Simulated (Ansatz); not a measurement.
A structure relaxed at PBE-D4/def2-SVP in Ansatz, charge 1, doublet:

```xyz
7

Mg   -2.230    1.665    0.843
Ag    0.896   -2.002    1.568
Ag    2.237   -1.638   -0.820
Ag   -0.010    0.007    0.001
Ag   -1.227   -0.450    2.397
Ag    1.228    0.406   -2.369
Ag   -0.893    2.012   -1.621
```

Problem. Give its formula.

Solution. MgAg₆⁺.

Problem. Summarise the bond lengths by kind (pairs closer than 1.2 times the sum of covalent radii, bridged metal pairs left out).

Solution. 9 × Ag–Ag 2.70 to 2.90 Å; 3 × Ag–Mg 2.81 to 2.90 Å.

In the def2 sets Ag takes a core potential; there is no spin–orbit coupling. The relaxation made no stability test and no search for a lower SCF solution. No other spin state of charge 1 was run. Another isomer (doublet) lies 0.54 eV lower at PBE0-D4/def2-TZVP; other spin states weren't run for this one.
